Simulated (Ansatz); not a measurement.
The lowest singlet and triplet of CH4Si (SMILES C=[SiH2]); geometries from B3LYP-D3(BJ)/def2-TZVP, each state relaxed from the structure named, with no frequency check.
Singlet (charge 0, multiplicity 1):
```xyz
6

C     -1.151    -0.055    -0.006
Si     0.548     0.026     0.003
H     -1.771     0.830    -0.068
H     -1.684    -0.995     0.049
H      1.400    -1.173     0.086
H      1.283     1.300    -0.072
```
Triplet (charge 0, multiplicity 3):
```xyz
6

C     -1.21424    -0.10700     0.15044
Si     0.59498     0.08779    -0.15269
H     -1.97144     0.18900    -0.56591
H     -1.60570    -0.53191     1.07092
H      1.30238    -1.22347    -0.12812
H      1.23046     0.97933     0.85813
```

| level | gap E(singlet) − E(triplet), adiabatic (kJ/mol) | cost |
|---|---|---|
| R-PBE/def2-TZVPP | -150.4 | ×1 |
| U-PBE/def2-TZVPP | -150.4 | ×1 |
| R-r2SCAN/def2-TZVPP | -126.0 | ×2 |
| U-r2SCAN/def2-TZVPP | -126.0 | ×3 |
| R-B3LYP/def2-TZVPP | -147.5 | ×1 |
| U-BHLYP/def2-TZVPP | -127.4 | ×2 |
| R-B2PLYP/def2-TZVPP | -153.4 | ×2 |
| U-B2PLYP/def2-TZVPP | -153.4 | ×4 |
| U-MP2/cc-pV(D+d)Z (spin-contaminated) | -122.5 | - |
| R-SCS-MP2/cc-pV(D+d)Z | -151.4 | - |
| U-SCS-MP2/cc-pV(D+d)Z (spin-contaminated) | -119.6 | - |
| R-CCSD/cc-pV(T+d)Z | -142.2 | - |
| SC-NEVPT2 on SA-CASSCF(2,2)/cc-pV(D+d)Z | -161.1 | - |
| FIC-MRCISD+Q on SA-CASSCF(2,2)/cc-pV(T+d)Z | -148.7 | - |

The rows run from -161.1 (SC-NEVPT2 on SA-CASSCF(2,2)/cc-pV(D+d)Z) to -119.6 kJ/mol (U-SCS-MP2/cc-pV(D+d)Z (spin-contaminated)). The 4 U-functionals in def2-TZVPP without D3 or D4 span 27.4, from U-B2PLYP to U-r2SCAN.

A positive gap puts the triplet lower; no zero-point energy. R- takes a restricted singlet. U- takes an unrestricted singlet (broken symmetry where lower, unprojected). The triplet is unrestricted in single-reference levels. Active spaces average the two states.

Frozen-core correlation.

Doubts at one or more of the structures used: a restricted determinant that unrestricted orbitals would lower (R-SCS-MP2/cc-pV(D+d)Z, R-CCSD/cc-pV(T+d)Z).

Codes used: Ansatz (an electronic-structure program) with Gaussian orbitals. Each number belongs to the level named beside it.

Costs are rough ratios of core time to R-PBE/def2-TZVPP (about 3 s over the structures, on one shared machine); a dash marks a level with no comparable run of its own.
